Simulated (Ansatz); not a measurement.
`[NH2][Y]([NH2])[NH2]`. Total charge 0; spin multiplicity 1. Y takes the def2 core potential.

Z-matrix (Å, degrees):
```
N
Y 1 2.153
H 1 1.014 2 127.0
H 1 1.014 2 127.1 3 -180.0
N 2 2.153 1 120.0 3 0.1
N 2 2.153 1 120.0 3 179.9
H 5 1.014 2 127.1 1 179.9
H 5 1.014 2 127.0 1 -0.1
H 6 1.014 2 127.0 1 0.1
H 6 1.014 2 127.1 1 -179.9
```

List the harmonic frequencies (cm⁻¹, unscaled) at PBE0-D4/def2-TZVP in Ansatz. (Estimate.)

Ansatz gave: 67, 120, 120, 266, 294, 294, 344, 427, 428, 499, 499, 513, 539, 570, 570, 1552, 1552, 1558, 3527, 3527, 3528, 3610, 3610, 3611.

Is this a minimum?

Yes, all 24 modes are real.

Give the ideal-gas thermochemistry at 298.15 K and 1 bar (rigid rotor, harmonic oscillator; point group D3h, symmetry number 6).

Zero-point energy 189.2 kJ/mol; H(298) − E = 214.0 kJ/mol; entropy 356.4 J/(mol·K), of which translation 170.2, rotation 96.5, vibration 89.8; G(298) − E = 107.7 kJ/mol. Modes under 100 cm⁻¹ are hindered rotations or soft bends, so the harmonic entropy is rough.

And at 400, 500, 600, 800 and 1000 K?


```tsv
T (K)	H − E (kJ/mol)	S (J/mol/K)	G − E (kJ/mol)
400	227.8	396.1	69.3
500	242.4	428.8	28.0
600	257.9	457.1	-16.3
800	290.8	504.2	-112.6
1000	325.6	543.1	-217.4
```

Rotational constants (cm⁻¹)?

0.1376, 0.1376, 0.0688.
